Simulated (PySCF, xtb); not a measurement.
1-hydroxysiletane (C₃H₈OSi), SMILES O[SiH]1CCC1.

GFN2-xTB in xtb at its own geometry gives an orbital gap of 5.34 eV and a dipole moment of 1.72 D.

Coordinates come from a B3LYP-D3(BJ)/def2-SVP optimisation. The values are those of a single conformer.

Task: What does r2SCAN/def2-TZVP (PySCF) give? (The exact figures need the calculation; the answer reports its results.)

Result: gap 6.92 eV (levels -6.72 and 0.20 eV), dipole 0.90 D.
